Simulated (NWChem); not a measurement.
# Extrapolating the CCSD correlation energy of ClLi

```xyz
2

Li     0.0000     0.0000    -1.7006
Cl     0.0000     0.0000     0.3001
```
Charge 0, spin multiplicity 1.

Everything below was run with NWChem. The geometry was optimised at B3LYP/def2-SVP, a minimum by its harmonic frequencies.

The correlated methods keep 5 core orbitals frozen. The structure started from a generated list of species. Coupled-cluster values serve here as a point of comparison, not as the truth.

Worked example. The CCSD correlation energy is -232.27 mHa in cc-pVTZ and -257.84 mHa in cc-pVQZ. The form E(X) = E∞ + A/X³ turns the pair into an estimate of the basis-set limit.

E∞ = (4³·(-257.84) − 3³·(-232.27))/(4³ − 3³) = -276.5 mHa. The larger basis holds 93 % of that. This is a two-point estimate.
